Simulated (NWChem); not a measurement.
C3H7Cl; SMILES CC(C)Cl

Results from NWChem. Each level has its own optimisation; frequencies are unscaled. Brackets give each atom's bonded neighbours.

For level PBE/def2-SVP:

```
Quantity                           Result
---------------------------------  ------
r C–Cl (Å)                          1.832
r C–H [C(CCClH)–H(C)] (Å)           1.109
highest harmonic frequency (cm⁻¹)    3085
lowest (cm⁻¹)                         244
zero-point energy (kcal/mol)         57.6
dipole (D)                           1.95
```

Q: Estimate the same quantities for level Hartree-Fock/3-21G.

A: 
- r C–Cl (Å): 1.913
- r C–H [C(CCClH)–H(C)] (Å): 1.075
- highest harmonic frequency (cm⁻¹): 3339
- lowest (cm⁻¹): 263
- zero-point energy (kcal/mol): 63.7
- dipole (D): 3.29
